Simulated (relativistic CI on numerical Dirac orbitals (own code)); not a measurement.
# Sensitivity of the levels of Pb³⁺ to α and to the nuclear radius

These numbers are calculated, not measured: Dirac-Coulomb-Breit CI, orbitals from a KLI potential per configuration, valence Slater integrals scaled by 0.85, P86 correlation energy added to each configuration, derivatives by finite differences, QED left out (own radial code, finite nucleus).

Configurations in the expansion (outside the closed core [Xe] 4f14): 5d¹⁰6s, 5d¹⁰6p, 5d¹⁰6d, 5d⁹6s², 5d¹⁰6f, 5d¹⁰7s, 5d⁸6s6p², 5d⁹6s6p. Levels of other configurations are missing.

With x = (α/α₀)² − 1 an excitation energy changes as ω = ω₀ + qx; K = 2q/ω₀ is the relative enhancement. Terms are leading LS components, so labels can repeat. The field-shift factor is F = δν/δ⟨r²⟩ for the transition from the lowest level.

Lowest level 5d¹⁰6s ²S1/2.

```tsv
Level	ω₀ (cm⁻¹)	q (cm⁻¹)	F (GHz/fm²)
5d¹⁰6p ²P°1/2	75809.7	20820	-117
5d¹⁰6p ²P°3/2	95546.4	48280	-124
5d⁹6s² ²D5/2	108859.2	-80470	151
5d⁹6s² ²D3/2	129302.4	-61460	154
5d⁹6s6p ⁴P°5/2	168026.0	-60100	30.7
5d⁹6s6p ⁴F°7/2	174963.1	-56430	29.5
5d⁹6s6p ²F°5/2	175465.5	-54760	26.7
5d⁹6s6p ⁴P°3/2	177908.2	-53680	27.2
5d¹⁰7s ²S1/2	179236.6	40280	-92.9
5d¹⁰6d ²D3/2	179526.0	53150	-126
5d¹⁰6d ²D5/2	181502.0	55290	-126
5d⁹6s6p ⁴F°9/2	189567.2	-30830	22.5
5d⁹6s6p ⁴F°3/2	189665.1	-39390	31.7
5d⁹6s6p ⁴P°1/2	195008.4	-30750	24.7
5d⁹6s6p ²F°5/2	195168.6	-32400	22.2
5d⁹6s6p ²D°3/2	195324.2	-34100	22.9
5d⁹6s6p ⁴D°7/2	196042.8	-29820	21.2
5d⁹6s6p ²D°5/2	199119.6	-33860	25.8
5d⁹6s6p ²P°3/2	202457.1	-31070	23.8
5d⁹6s6p ²P°1/2	204285.2	-28880	23.8
5d⁹6s6p ⁴P°1/2	210287.6	-12420	23.6
5d⁹6s6p ²F°7/2	214073.5	-19300	27.1
5d⁹6s6p ⁴D°3/2	214509.6	-14010	23.5
```

Correlation outside the listed configurations is missing or only estimated: errors of thousands of cm⁻¹ between configurations and terms are usual at this charge. Rates and lifetimes follow the computed energies and can be off by large factors. The fine structure of a lone outer electron comes out too small, for d and f at times inverted, and misplaced configurations move strength between like terms.

(1) Which transition from the lowest level has the largest |K|?

Results:

(1) 5d⁹6s² ²D5/2 at 108859.2 cm⁻¹, K = -1.48.
